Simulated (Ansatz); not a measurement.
Molecule (SMILES): [F][Ga] (F-Ga) (closed-shell singlet).
Geometry (B3LYP-D3(BJ)/def2-TZVP, fixed):
```xyz
2

Ga     0.0000     0.0000    -0.4051
F      0.0000     0.0000     1.3954
```
Charge 0, spin multiplicity 1.

Basis-set convergence of the dipole moment at HF with Ansatz (a program for electronic structure). Dipoles come from the density behind the forces; the sign is taken along the dipole that this method gives in the largest set. All functions are spherical. The program fits the integrals of some runs and decomposes those of others, by size. No added dispersion term, no relativity. Reference: the value in aug-pcseg-3, 2.418 D, itself unsure by roughly 0.003 D (its mean distance from aug-cc-pVQZ, def2-QZVPPD). Deviations are taken from unrounded values.

```tsv
basis	functions	dipole moment (D)	minus reference (D)
pcseg-0	31	2.158	-0.261
cc-pVDZ	41	2.379	-0.040
pcseg-1	41	2.522	0.104
aug-pcseg-1	59	2.411	-0.008
cc-pVTZ	73	2.347	-0.072
pcseg-2	73	2.498	0.080
aug-pcseg-2	105	2.424	0.005
cc-pVQZ	123	2.387	-0.031
pcseg-3	128	2.426	0.008
aug-pcseg-3	178	2.418	0.000
cc-pV5Z	195	2.409	-0.010
pcseg-4	212	2.419	0.001
```

The smallest set listed that lies within 0.05 D of the reference with all its larger relatives (same family, alike in diffuse functions; a set with none counts only in the reference's own line) is aug-pcseg-1 (59 functions, -0.008 D off). Inside the window by cancellation, since a larger relative falls out: cc-pVDZ.
